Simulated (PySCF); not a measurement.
**Working out the ionisation energy of V²⁺**

V²⁺ [Ar] 3d3 (4F) → V³⁺ [Ar] 3d2 (3F). All numbers are calculated (PySCF 2.14, no relativity, point nucleus, in dyall-av2z). Frozen: [Ar]; the 25 highest virtual orbitals dropped. Energies in hartree (1 hartree = 27.21139 eV):

| part | V²⁺ (lower) | V³⁺ (upper) |
| --- | --- | --- |
| UHF | -942.175507 | -941.133365 |
| CCSD correlation | -0.019073 | -0.004548 |
| (T) | -0.000075 | 0.000000 |

**Question.** What does Hartree-Fock give?

**Answer.** (-941.133365) − (-942.175507) = 1.042142 hartree = 28.358 eV.

**Question.** What do CCSD and CCSD(T) give?

**Answer.** The CCSD correlation energies differ by 0.014525 hartree = 0.395 eV and the triples by 0.000075 hartree = 0.002 eV, so CCSD gives 28.753 eV and CCSD(T) 28.755 eV.

A first-order spin-orbit estimate adds -0.008 eV to CCSD(T) (valence), giving 28.747 eV against 29.311 eV (measured; NIST Atomic Spectra Database, ionization energies).

The calculation is non-relativistic.

A double-zeta basis recovers only part of the correlation energy.

What remains against the reference includes basis incompleteness, the frozen core and higher excitations.
